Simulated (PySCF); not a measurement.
TeHF, SMILES [TeH]F. Coordinates come from a r2SCAN-D4/def2-TZVP optimisation. The def2 effective core potentials stand for the cores of Te; spin–orbit coupling is left out.

All values below come from r2SCAN-D4/def2-TZVP run with PySCF.

Harmonic wavenumbers (cm⁻¹): 611, 705, 2118. Rotational constants (GHz): 183.2, 8.300, 7.940; symmetry number 1.

### Question
Work out the zero-point energy and the ideal-gas rigid-rotor harmonic-oscillator thermochemistry at 298.15 K and 1 atm.

### Answer
ZPE = ½ Σ hcν = ½ × 3434 cm⁻¹ = 20.54 kJ/mol. H − E(el) = 31.15 kJ/mol. Entropy in J/(mol K): translation 171.04, rotation 87.09, vibration 3.06, total 261.19. G − E(el) = -46.72 kJ/mol. Cp = 40.94 J/(mol K).
